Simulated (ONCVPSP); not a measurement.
## carbon: one change to an ONCV potential, before and after

C (Z = 6), optimised norm-conserving Vanderbilt (ONCV), made with ONCVPSP 4.0.1 (LDA (Perdew-Wang 92), scalar-relativistic). Core [He], reference 2s1.5 2p2.5. Waves: 2s: rc 1.10 bohr, ncon 3, nbas 6, qcut 5.8 1/bohr, 2 projectors, debl 3.8 Ha; 2p: rc 2.90 bohr, ncon 4, nbas 7, qcut 3.7 1/bohr, 2 projectors, debl 1.1 Ha; d scattering state at 0.15 Ha: rc 2.90 bohr, ncon 3, nbas 6, qcut 3.7 1/bohr, 1 projector. Local part: polynomial inside 0.95 bohr (lpopt 2, dvloc0 0 Ha). Core correction: polynomial model core, fcfact 0.35.

Change: local potential polynomial inside 0.95 bohr (lpopt 2, dvloc0 -0.5 Ha).

Cutoffs: the cutoffs (Ha) at which the residual kinetic energy of the hardest occupied pseudo-wave falls to 1 and 0.1 mHa per electron; they do not see the model core or the augmentation charge, which bear on the density cutoff. Errors are all-electron minus pseudo energies relative to the spin-unpolarised reference configuration.

Problem. What does the change do?

Solution. The potential gets neither clearly harder nor softer (17 Ha and 66 Ha → 17 Ha and 66 Ha); the lowest positive-energy flag moves from none to d at 44.1 eV; the errors of the 4 common tests hardly move; neither file shows a bound ghost.

```csv
quantity,base,changed
"cutoff, loose",17 Ha,17 Ha
"cutoff, tight",66 Ha,66 Ha
bound ghosts,none,none
GHOST(+) flags under 300 eV,none,d at 44.1 eV
"error for 2s2 2p2, meV [ΔE -4.12 eV]",-14,-14
"error for 2s2 2p1, meV [ΔE 6.87 eV]",+332,+332
"error for 2s2 2p0, meV [ΔE 31.13 eV]",+1872,+1872
"error for 2s1 2p2, meV [ΔE 15.36 eV]",+31,+31
s: phases at 1.12 bohr within 0.05 rad from the reference energy up to (Ha; the scan ends near 5),to the end of the scan,to the end of the scan
p: phases at 2.94 bohr within 0.05 rad from the reference energy up to (Ha; the scan ends near 5),2.8,2.4
d: phases at 2.94 bohr within 0.05 rad from the reference energy up to (Ha; the scan ends near 5),1.5,1.3
"rms error of d²Exc/dni dnj with the model core, mHa",0.19,0.19
```
